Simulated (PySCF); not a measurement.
AuF5, SMILES [F][Au]([F])([F])([F])[F], multiplicity 1.

The structure is a stationary point at PBE0-D3(BJ)/def2-SVP. The spin state was assumed, not searched. The def2 effective core potentials stand for the cores of Au; spin–orbit coupling is left out.

Two levels are set side by side: TDA-PBE/def2-SVPD (PySCF) and TDA-PBE0/def2-SVPD (PySCF). Vertical, same geometry. The lowest singlet is HOMO→LUMO 100 % with PBE and HOMO→LUMO 99 % with the other functional; states are paired by order. Differences are taken from unrounded values.

| quantity | TDA-PBE |
|---|---|
| lowest singlet excitation (eV) | 0.40 |
| lowest triplet excitation (TDA) (eV) | 0.10 |

Question: These are the TDA-PBE values. What does TDA-PBE0 give? (Estimate from the structure and the level; the computed values follow.)

Answer: 
| quantity | TDA-PBE0 | TDA-PBE minus TDA-PBE0 |
|---|---|---|
| lowest singlet excitation (eV) | 1.01 | -0.61 |
| lowest triplet excitation (TDA) (eV) | 0.64 | -0.54 |

A lower first singlet is the usual sign of a functional without exact exchange. Differences between two approximate levels are no errors against the true value.

Rough cost on one machine, each run with all the roots and properties that it gave: TDA-PBE0 against TDA-PBE about 2 times.
